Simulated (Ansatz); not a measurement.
Reactions of C2H5ClO2Si (`OC=C(Cl)[SiH2]O`).

Isolated molecules relaxed with PBE0-D4/def2-TZVP in Ansatz; ΔE leaves out vibrations. CCSD(T)/CBS adds triple-zeta CCSD(T) − MP2 to the extrapolated MP2 energy (def2 sets, frozen cores). Double bonds are as drawn, so ΔE can hold a change between cis and trans. For Se, Zn outer-core shells are correlated without core-valence functions, which leaves a few kJ/mol of doubt a bond. Scalar relativity is left out up to krypton. One conformer a species, not always the lowest.

Order these by ΔE at CCSD(T)/CBS, lowest first. (Estimate.)
A. `O/C=C(\Cl)[SiH2]O` + `[NH2][ZnH]` → `O[SiH2][NH][ZnH]` + `O/C=C\Cl`
B. `O/C=C(\Cl)[SiH2]O` + `N[SiH2][SeH]` → `O[SiH2][SiH2][SeH]` + `N/C(Cl)=C\O`
C. `O/C=C(\Cl)[SiH2]O` + `NB(O)F` → `O[SiH2]B(O)F` + `N/C(Cl)=C\O`
D. `O/C=C(\Cl)[SiH2]O` + `CC(O)=S` → `CC(=S)O[SiH2]O` + `O/C=C\Cl`

A (-16.5 kcal/mol), D (-13.0 kcal/mol), B (+31.6 kcal/mol), C (+47.6 kcal/mol).

Largest T1 diagnostic: 0.017, for `CC(O)=S`.
